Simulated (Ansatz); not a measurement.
Calculation: frozen-core CCSD(T)/cc-pVTZ // M06-2X/def2-TZVP (Ansatz, an electronic-structure program).

Ansatz 0.2 input:
```yaml
crystal:
  periodic: [false, false, false]
  atoms:
    - { symbol: B, position_ang: [-0.383443, 1.5195, 0.238209] }
    - { symbol: N, position_ang: [-0.049366, 0.1904, 0.029766] }
    - { symbol: C, position_ang: [-0.986751, -0.906683, 0.180998] }
    - { symbol: C, position_ang: [1.275618, -0.252716, -0.361284] }
    - { symbol: H, position_ang: [-1.499221, 1.789341, 0.558773] }
    - { symbol: H, position_ang: [0.454118, 2.354585, 0.090873] }
    - { symbol: H, position_ang: [-1.088495, -1.458443, -0.758175] }
    - { symbol: H, position_ang: [-0.638348, -1.608664, 0.944379] }
    - { symbol: H, position_ang: [-1.960494, -0.522038, 0.472461] }
    - { symbol: H, position_ang: [1.935941, 0.604468, -0.463035] }
    - { symbol: H, position_ang: [1.236905, -0.787384, -1.314961] }
    - { symbol: H, position_ang: [1.690374, -0.934578, 0.38703] }
basis:
  gaussian: { orbitals: cc-pVTZ }
correlation:
  method: ccsd_t
```

Output:

```
Functional definition: HF
1310 factors; integrals over basis functions are off by at most 1.0e-3 eV
mean field evaluation 1: about -4340.3453 eV, gradient 3.1e1 eV
mean field evaluation 2: about -4340.3478 eV, gradient 3.1e1 eV
mean field evaluation 4: about -4342.9516 eV, gradient 5.0e0 eV
mean field evaluation 8: about -4343.0119 eV, gradient 8.3e-5 eV
mean field evaluation 16: about -4343.0103 eV, gradient 1.6e-1 eV
mean field -4343.01188073 eV, -159.6027428177 hartree, gradient 1.1e-6 eV, S^2 0.000000; 0 other end points of the search recorded, 0 dependent functions left out
4 core orbitals not correlated
reference -4343.01188073 eV, -159.6027428177 hartree; 12, 12 occupied and 216, 216 virtual orbitals, 1310 factors
second order -18.38951355 eV of doubles, -0.00000000 eV of singles
cycle   1  -19.00903646 eV  change   -6.2e-1 eV  update   9.0e-2
cycle   2  -19.49837966 eV  change   -4.9e-1 eV  update   2.6e-2
cycle   3  -19.58530960 eV  change   -8.7e-2 eV  update   1.4e-2
cycle   4  -19.57556510 eV  change    9.7e-3 eV  update   4.6e-3
cycle   5  -19.57680263 eV  change   -1.2e-3 eV  update   2.4e-3
cycle   6  -19.57661093 eV  change    1.9e-4 eV  update   6.1e-4
cycle   7  -19.57641068 eV  change    2.0e-4 eV  update   1.6e-4
cycle   8  -19.57640828 eV  change    2.4e-6 eV  update   4.3e-5
cycle   9  -19.57640404 eV  change    4.2e-6 eV  update   1.2e-5
perturbative correction -0.75561681 eV, -0.0277684056 hartree
Total energy: -4363.34390158 eV, -160.3499308023 hartree
```

Cost: very roughly 2.6 core-minutes.
